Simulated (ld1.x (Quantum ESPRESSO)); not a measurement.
## Logarithmic derivatives: Pt (Z = 78), TM

| Quantity | Value |
| --- | --- |
| Element | platinum (Pt) |
| Generator | ld1.x (Quantum ESPRESSO) 7.5 |
| Type | norm-conserving Troullier–Martins (Kleinman–Bylander form) |
| Functional | PBE |
| Relativity | scalar-relativistic |
| Frozen core | [Xe] 4f14 |
| Valence charge | 10 |
| Reference configuration | 5d9.5 6s0.5 6p0 |
| Partial waves | 6s (bound): rc 2.30 bohr; 6p (bound, empty): rc 3.55 bohr; 5d (bound): rc 1.45 bohr |
| Local potential | all-electron potential smoothed inside 1.95 bohr (lloc = -2) |
| Core correction | a·sin(br)/r model core inside 0.95 bohr |

The phase is arctan(r·u′/u) with u = r·R(r), unwrapped; energies in Ry, scanned from -2 to 5 Ry. A pole is an energy at which the radial function vanishes at the test radius. The pseudo phase is shifted by a multiple of π to meet the all-electron one at the reference energy, and phase errors are pseudo minus all-electron; the curves can meet again beyond the range given. Levels narrower than the energy grid can be missing from the lists of poles.

| channel | radius (bohr) | reference energy (Ry) | poles, all-electron | poles, pseudo | unbroken range about the reference energy with phases within 0.05 rad | phase error 1 Ry above the reference energy (rad) |
| --- | --- | --- | --- | --- | --- | --- |
| s | 3.86 | -0.39 | -0.03, 3.41 | -0.04, 1.15, 3.68 | below 0.6 | -0.044 |
| p | 3.86 | -0.05 | 0.79, 4.54 | 0.75, 2.30 | below 1.1 | -0.026 |
| d | 3.86 | -0.39 | -0.34, 2.24 | -0.33, 2.27 | below 3.6 | +0.007 |

Phases in the d channel:

| E (Ry) | all-electron | pseudo |
| --- | --- | --- |
| -2.00 | 1.392 | 1.392 |
| -1.76 | 1.381 | 1.381 |
| -1.52 | 1.367 | 1.367 |
| -1.28 | 1.349 | 1.349 |
| -1.04 | 1.323 | 1.323 |
| -0.80 | 1.279 | 1.279 |
| -0.56 | 1.146 | 1.146 |
| -0.32 | -1.614 | -1.614 |
| -0.08 | -1.830 | -1.830 |
| 0.16 | -1.936 | -1.935 |
| 0.40 | -2.090 | -2.088 |
| 0.64 | -2.432 | -2.424 |
| 0.88 | -3.314 | -3.290 |
| 1.12 | -4.118 | -4.104 |
| 1.36 | -4.418 | -4.410 |
| 1.60 | -4.552 | -4.547 |
| 1.84 | -4.630 | -4.625 |
| 2.08 | -4.683 | -4.679 |
| 2.32 | -4.725 | -4.720 |
| 2.56 | -4.763 | -4.757 |
| 2.80 | -4.800 | -4.793 |
| 3.04 | -4.843 | -4.832 |
| 3.28 | -4.899 | -4.882 |
| 3.52 | -4.988 | -4.956 |
| 3.76 | -5.165 | -5.090 |
| 4.00 | -5.696 | -5.425 |
| 4.24 | -6.912 | -6.465 |
| 4.48 | -7.430 | -7.290 |
| 4.72 | -7.603 | -7.543 |
| 4.96 | -7.686 | -7.652 |
